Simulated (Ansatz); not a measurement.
GeH3, SMILES [GeH3+], charge +1.

Geometry: B3LYP-D3(BJ)/def2-TZVPD.

Two levels are set side by side: PBE/def2-TZVPD (Ansatz, a program for electronic structure) and ωB97X-V/def2-TZVPD (Ansatz). Energy differences of separate SCF runs at the same geometry; the states with an electron removed or added have multiplicity 2 and 2. Differences are taken from unrounded values.

| quantity | PBE |
|---|---|
| vertical ionisation energy (eV) | 20.00 |
| vertical electron affinity (eV) | 7.79 |
| vertical singlet–triplet gap (eV) | 4.70 |

Q: These are the PBE values. What does ωB97X-V give? (An estimate is asked for; the answer gives what the named calculation found.)

A: 
```
quantity                           ωB97X-V  PBE minus ωB97X-V
---------------------------------  -------  -----------------
vertical ionisation energy (eV)      20.33              -0.33
vertical electron affinity (eV)       7.61               0.18
vertical singlet–triplet gap (eV)     5.28              -0.58
```
